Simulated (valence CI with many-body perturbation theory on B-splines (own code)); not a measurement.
**Energy levels of Sm XXIII**

Level of theory: valence CI with perturbative core correlation (CI+MBPT): four valence electrons over a frozen Dirac-Fock core [Kr], a basis of 7 s, 7 p, 8 d, 6 f, 4 g, 1 h functions for each j, with the one-electron correlation potential Σ1 (screened to all orders), the two-electron term Σ2, the three-electron term Σ3, Breit, model QED; selected single and double excitations, second order for the rest, scaled by the run's own slope (own B-spline code, finite nucleus).

No measured levels were compared; by estimate terms of the open shell hold to 2 to 4 % of their energy, and close levels can change places. The list stops below the first excitations out of the core.

Levels 1 to 34 of 34, with energies above the lowest level, (4d3/2^4) J=0. "Leading %" is the weight of the configuration and term that name the level; weights of strongly mixed levels are sums over their largest components and can fall short. In the jj column 3d3/2^4 stands for four electrons in 3d with j = 3/2. Lifetimes count E1, E2, E3, M1 and M2 decay at the calculated energies, and are blank where another channel may lead or the interval is too uncertain; long ones can be off by a factor of two.

```tsv
No.	Configuration	Term	J	E (cm⁻¹)	Leading %	Lifetime	Second component	Leading jj
1	4d4	3P	0	0	48		44 % 4d4 5D	4d3/2^4 (90 %)
2	4d4	5D	1	31245	74	1.01 ms	26 % 4d4 3P	4d3/2^3 4d5/2 (92 %)
3	4d4	5D	2	50409	77	3.72 ms	6 % 4d4 3D	4d3/2^3 4d5/2 (56 %)
4	4d4	3F	4	59794	31	72800 s	26 % 4d4 5D	4d3/2^3 4d5/2 (87 %)
5	4d4	5D	3	60624	60	30.3 ms	18 % 4d4 3F	4d3/2^3 4d5/2 (59 %)
6	4d4	5D	0	86977	52	160 μs	29 % 4d4 3P	4d3/2^2 4d5/2^2 (88 %)
7	4d4	3H	4	91165	43	847 μs	41 % 4d4 5D	4d3/2^2 4d5/2^2 (82 %)
8	4d4	3G	3	98551	56	578 μs	25 % 4d4 5D	4d3/2^2 4d5/2^2 (63 %)
9	4d4	3F	2	99551	44	320 μs	22 % 4d4 1D	4d3/2^2 4d5/2^2 (64 %)
10	4d4	3H	5	107100	71	1.25 ms	28 % 4d4 3G	4d3/2^2 4d5/2^2 (99 %)
11	4d4	3P	1	111170	59	309 μs	25 % 4d4 3D	4d3/2^2 4d5/2^2 (82 %)
12	4d4	3H	6	114420	60	259 ms	40 % 4d4 1I	4d3/2^2 4d5/2^2 (96 %)
13	4d4	3G	4	122890	63	2.26 ms	30 % 4d4 1G	4d3/2^2 4d5/2^2 (92 %)
14	4d4	3D	2	125360	41	1.79 ms	32 % 4d4 3P	4d3/2^2 4d5/2^2 (89 %)
15	4d4	3F	3	126100	41	636 μs	39 % 4d4 3D	4d3/2^2 4d5/2^2 (83 %)
16	4d4	3F	4	141190	42	254 μs	27 % 4d4 5D	4d3/2 4d5/2^3 (64 %)
17	4d4	3F	2	150620	33	206 μs	32 % 4d4 1D	4d3/2^2 4d5/2^2 (69 %)
18	4d4	3F	3	152260	48	182 μs	21 % 4d4 3G	4d3/2 4d5/2^3 (87 %)
19	4d4	3G	5	161740	71	417 μs	28 % 4d4 3H	4d3/2 4d5/2^3 (99 %)
20	4d4	3D	1	163210	71	132 μs	19 % 4d4 3P	4d3/2 4d5/2^3 (87 %)
21	4d4	1I	6	165940	60	427 μs	40 % 4d4 3H	4d3/2 4d5/2^3 (96 %)
22	4d4	3F	4	169030	51	424 μs	37 % 4d4 1G	4d3/2^2 4d5/2^2 (73 %)
23	4d4	3P	2	175610	63	468 μs	22 % 4d4 3D	4d3/2^2 4d5/2^2 (56 %)
24	4d4	1S	0	181150	58	212 μs	40 % 4d4 3P	4d3/2 4d5/2^3 (82 %)
25	4d4	1F	3	186600	46		30 % 4d4 3D	4d3/2 4d5/2^3 (91 %)
26	4d4	3F	2	187600	56	218 μs	34 % 4d4 3P	4d3/2 4d5/2^3 (50 %)
27	4d4	3F	3	214730	71		26 % 4d4 1F	4d3/2 4d5/2^3 (98 %)
28	4d4	3P	1	215850	95	178 μs		4d3/2 4d5/2^3 (95 %)
29	4d4	1G	4	217730	66		22 % 4d4 3F	4d5/2^4 (46 %)
30	4d4	1D	2	220940	51	190 μs	22 % 4d4 3P	4d5/2^4 (43 %)
31	4d4	3P	0	221670	60		37 % 4d4 1S	4d3/2^2 4d5/2^2 (60 %)
32	4d4	3F	4	227050	48		36 % 4d4 1G	4d3/2 4d5/2^3 (52 %)
33	4d4	1D	2	261940	73	118 μs	11 % 4d4 3D	4d5/2^4 (42 %)
34	4d4	1S	0	319210	78	62.9 μs	21 % 4d4 3P	4d5/2^4 (61 %)
```

The ionisation energy to 4d3 4F_3/2 of the next ion comes out as 703.5 eV (NIST: 702 ± 4 eV (theoretical)). All 34 levels together are meant to be complete up to 710450 cm⁻¹.
